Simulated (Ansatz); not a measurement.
Mulliken charges of CH3AlClFO, SMILES `C[O][Al]([F])[Cl]` from ωB97M-V/def2-TZVPP in Ansatz (PBE0-D4/def2-TZVP geometry).

```json
{"atom": "C1", "x (Å)": "-0.624", "y (Å)": "-0.334", "z (Å)": "1.086", "charge (e)": "-0.160"}
{"atom": "O2", "x (Å)": "0.309", "y (Å)": "-0.604", "z (Å)": "0.074", "charge (e)": "-0.349"}
{"atom": "Al3", "x (Å)": "0.869", "y (Å)": "0.181", "z (Å)": "-1.281", "charge (e)": "0.716"}
{"atom": "F4", "x (Å)": "2.009", "y (Å)": "-0.539", "z (Å)": "-2.204", "charge (e)": "-0.328"}
{"atom": "Cl5", "x (Å)": "0.160", "y (Å)": "2.052", "z (Å)": "-1.837", "charge (e)": "-0.217"}
{"atom": "H6", "x (Å)": "-0.125", "y (Å)": "-0.347", "z (Å)": "2.059", "charge (e)": "0.116"}
{"atom": "H7", "x (Å)": "-1.398", "y (Å)": "-1.106", "z (Å)": "1.088", "charge (e)": "0.116"}
{"atom": "H8", "x (Å)": "-1.108", "y (Å)": "0.640", "z (Å)": "0.958", "charge (e)": "0.106"}
```

Q: By hand: the dipole of these point charges (1 e Å = 4.8032 D).

A: Σ q r = (-0.374, 0.025, 0.471) e Å, of length 0.602 e Å = 2.89 D.

Q: How does the dipole of the full density compare? (An estimate is asked.)

A: The calculation gave: (-0.264, 0.029, 0.324) e Å, 2.01 D; the point charges give 1.44 times that, at 2° from its direction.

Point charges leave out the atoms' own dipoles, such as those of lone pairs, and Mulliken's split depends on the basis, so the two needn't agree.
